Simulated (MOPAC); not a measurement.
Job for MOPAC: PM3 on CH4Be (SMILES [BeH][CH3]), a point of a bond scan (R = 1.643 Å).

```
PM3 1SCF PRECISE CHARGE=0 THREADS=1
CH4Be

Be    -0.93852540 1    -0.49476050 1    -0.13416384 1
H     -2.10724892 1    -1.11087408 1    -0.30123490 1
C      0.53116533 1     0.28001333 1     0.07593101 1
H      1.25763777 1    -0.14932714 1     1.48568150 1
H      0.42177910 1     1.36971531 1     0.09486335 1
H      1.23709912 1     0.04633441 1    -0.72832381 1
```

It printed:

```
*******************************************************************************
 **                                                                           **
 **                              MOPAC v23.2.5                                **
 **                                                                           **
 *******************************************************************************
 ** MOPAC's Digital Object Identifier: https://doi.org/10.5281/zenodo.6511958 **
 **                                                                           **
 ** Please cite the open-source release paper for use of this MOPAC version:  **
 ** J. E. Moussa and J. J. P. Stewart (2026)                                  **
 ** MOPAC: An open-source semiempirical molecular orbital program             **
 ** J. Open Source Softw., 11(119), 8025, https://doi.org/10.21105/joss.08025 **
 *******************************************************************************

                              PM3 CALCULATION RESULTS

 *******************************************************************************
 *  PM3        - The PM3 Hamiltonian to be used
 *
 *
 *
 *                 CHARGE ON SYSTEM = 0
 *
 *
 *
 *  PRECISE    - TIGHTER CRITERIA TO BE USED
 *  1SCF       - DO 1 SCF AND THEN STOP
 *  THREADS=1  - MULTI-THREADING NOT USED
 *  T=         - A TIME OF 172800.0 SECONDS REQUESTED
 *  DUMP=N     - RESTART FILE WRITTEN EVERY 7200.0 SECONDS REQUESTED
 *******************************************************************************
PM3 1SCF PRECISE CHARGE=0 THREADS=1
 CH4Be

   ATOM   CHEMICAL          X               Y               Z
  NUMBER   SYMBOL      (ANGSTROMS)     (ANGSTROMS)     (ANGSTROMS)

     1      Be         -0.93852540  *  -0.49476050  *  -0.13416384  *
     2       H         -2.10724892  *  -1.11087408  *  -0.30123490  *
     3       C          0.53116533  *   0.28001333  *   0.07593101  *
     4       H          1.25763777  *  -0.14932714  *   1.48568150  *
     5       H          0.42177910  *   1.36971531  *   0.09486335  *
     6       H          1.23709912  *   0.04633441  *  -0.72832381  *



          CARTESIAN COORDINATES

    NO.       ATOM           X           Y           Z

     1        Be         -0.9385     -0.4948     -0.1342
     2         H         -2.1072     -1.1109     -0.3012
     3         C          0.5312      0.2800      0.0759
     4         H          1.2576     -0.1493      1.4857
     5         H          0.4218      1.3697      0.0949
     6         H          1.2371      0.0463     -0.7283

  H: (PM3): J. J. P. STEWART, J. COMP. CHEM. 10, 209 (1989).
 Be: (PM3): J. J. P. STEWART, J. COMP. CHEM. 10, 209 (1989).
  C: (PM3): J. J. P. STEWART, J. COMP. CHEM. 10, 209 (1989).

           Empirical Formula: C H4 Be  =     6 atoms



      MOLECULAR POINT GROUP   :   Cs


      RHF CALCULATION, NO. OF DOUBLY OCCUPIED LEVELS = 5


 -------------------------------------------------------------------------------
 PM3 1SCF PRECISE CHARGE=0 THREADS=1
 CH4Be



     1SCF WAS SPECIFIED, SO BFGS WAS NOT USED
     SCF FIELD WAS ACHIEVED


                              PM3 CALCULATION
                                                       MOPAC v23.2.5 Linux




          FINAL HEAT OF FORMATION =         64.48479 KCAL/MOL =     269.80437 KJ/MOL


          COSMO AREA              =         84.90 SQUARE ANGSTROMS
          COSMO VOLUME            =         67.68 CUBIC ANGSTROMS

          IONIZATION POTENTIAL    =         10.539706 EV
          HOMO LUMO ENERGIES (EV) =        -10.540  1.641
          NO. OF FILLED LEVELS    =          5
          MOLECULAR WEIGHT        =         25.0548         POINT GROUP:  Cs

          MOLECULAR DIMENSIONS (Angstroms)

            Atom       Atom       Distance
            H     4    H     2     3.92939
            H     2    H     6     1.99672
            H     5    H     4     1.57910


          SCF CALCULATIONS        =          1





   ATOM   CHEMICAL          X               Y               Z
  NUMBER   SYMBOL      (ANGSTROMS)     (ANGSTROMS)     (ANGSTROMS)

     1      Be         -0.93852540  *  -0.49476050  *  -0.13416384  *
     2       H         -2.10724892  *  -1.11087408  *  -0.30123490  *
     3       C          0.53116533  *   0.28001333  *   0.07593101  *
     4       H          1.25763777  *  -0.14932714  *   1.48568150  *
     5       H          0.42177910  *   1.36971531  *   0.09486335  *
     6       H          1.23709912  *   0.04633441  *  -0.72832381  *

                             CARTESIAN COORDINATES

   1   Be       -0.938525400    -0.494760500    -0.134163840
   2    H       -2.107248920    -1.110874080    -0.301234900
   3    C        0.531165330     0.280013330     0.075931010
   4    H        1.257637770    -0.149327140     1.485681500
   5    H        0.421779100     1.369715310     0.094863350
   6    H        1.237099120     0.046334410    -0.728323810


           Empirical Formula: C H4 Be  =     6 atoms



      MOLECULAR POINT GROUP   :   Cs


                  EIGENVALUES
 -26.98534 -13.19793 -13.08952 -11.46891 -10.53971   1.64080   2.24193   3.66669
   3.88954   4.74780   4.92312   5.03742


              NET ATOMIC CHARGES AND DIPOLE CONTRIBUTIONS

  ATOM NO.   TYPE          CHARGE      No. of ELECS.   s-Pop       p-Pop
    1         Be           0.471825        1.5282     0.91576     0.61241
    2          H          -0.183063        1.1831     1.18306
    3          C          -0.365892        4.3659     1.24043     3.12547
    4          H           0.001217        0.9988     0.99878
    5          H           0.037957        0.9620     0.96204
    6          H           0.037957        0.9620     0.96204
 DIPOLE           X         Y         Z       TOTAL
 POINT-CHG.    -0.898    -0.379    -0.279     1.014
 HYBRID         0.629     0.396    -0.013     0.743
 SUM           -0.269     0.017    -0.293     0.398


          ATOMIC ORBITAL ELECTRON POPULATIONS

     Atom    s        px        py        pz
    1 Be   0.91576   0.45222   0.13412   0.02608
    2  H   1.18306
    3  C   1.24043   1.12525   1.04140   0.95882
    4  H   0.99878
    5  H   0.96204
    6  H   0.96204

 **********************
 *                    *
 * JOB ENDED NORMALLY *
 *                    *
 **********************




 == MOPAC DONE ==
```

The run finished.

Cost: very roughly 0.03 core-seconds.
